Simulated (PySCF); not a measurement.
# A ladder of Hamiltonians for In⁴⁵⁺ (indium, charge +45)

Occupied: 1s1/2, 2s1/2. Hartree-Fock calculated with PySCF 2.14 in an even-tempered Gaussian basis (19 s from 7.8 bohr⁻², ratio 2.3; 14 p from 9.3 bohr⁻², ratio 2.3), Gaussian nucleus throughout. NR is non-relativistic, sf-X2C the spin-free one-electron X2C Hamiltonian, X2C adds the bare one-electron spin-orbit term, X2C-SNSO screens it by Boettger's factors, DC is four-component Dirac-Coulomb, and the Gaunt and Breit terms are added at first order (total energies over the DC spinors, levels after relaxing the spinors in that mean field). QED terms are absent. Levels marked empty are virtual spinors of this ion.

```tsv
Hamiltonian	E (hartree)	E − E(DC) (hartree)	CPU seconds
NR	-2925.0107	103.5139	0.37
sf-X2C	-3027.5732	0.9514	0.22
X2C	-3027.5732	0.9514	0.22
X2C-SNSO	-3027.5732	0.9514	0.22
DC	-3028.5246	0.0000	4.1
DC+Gaunt	-3026.5564	1.9682	6.8
DC+Breit	-3026.5961	1.9285	54
```

Question: Give the 2p spin-orbit interval with each Hamiltonian that has one.

Answer: X2C 249.4; X2C-SNSO 238.8; DC 240.5; DC+Gaunt 236.3; DC+Breit 236.3 (eV).

```json
{"level (eV)": "1s1/2", "NR": "-31323.2", "sf-X2C": "-32343.6", "X2C": "-32343.6", "X2C-SNSO": "-32343.6", "DC": "-32366.6", "DC+Gaunt": "-32319.3", "DC+Breit": "-32319.8"}
{"level (eV)": "2s1/2", "NR": "-7448.4", "sf-X2C": "-7754.8", "X2C": "-7754.8", "X2C-SNSO": "-7754.8", "DC": "-7757.3", "DC+Gaunt": "-7751.9", "DC+Breit": "-7752.4"}
{"level (eV)": "2p1/2 (empty)", "NR": "-7172.9", "sf-X2C": "-7289.2", "X2C": "-7461.2", "X2C-SNSO": "-7453.6", "DC": "-7455.8", "DC+Gaunt": "-7445.9", "DC+Breit": "-7447.4"}
{"level (eV)": "2p3/2 (empty)", "NR": "-7172.9", "sf-X2C": "-7289.2", "X2C": "-7211.7", "X2C-SNSO": "-7214.8", "DC": "-7215.3", "DC+Gaunt": "-7209.6", "DC+Breit": "-7211.0"}
{"level (eV)": "3s1/2 (empty)", "NR": "-3169.3", "sf-X2C": "-3271.6", "X2C": "-3271.6", "X2C-SNSO": "-3271.6", "DC": "-3272.2", "DC+Gaunt": "-3270.7", "DC+Breit": "-3271.0"}
```

Weight of the small component: 1s1/2 0.0326, 2s1/2 0.00772, 2p1/2 0.00759, 2p3/2 0.00733, 3s1/2 0.00323.

Koopmans' value for the highest occupied level at DC+Breit: 7752.4 eV, against an ionisation energy of 7754 ± 7 eV (semi-empirical (NIST evaluation); NIST Atomic Spectra Database, ionization energies); the former lacks relaxation, correlation, QED and recoil.

The whole ladder took 67 s of wall time on 1 thread of Neoverse-V1 (shared host), launched as `OMP_NUM_THREADS=1 python relrun2.py TASK.json OUT` (a driver that calls PySCF for each Hamiltonian).
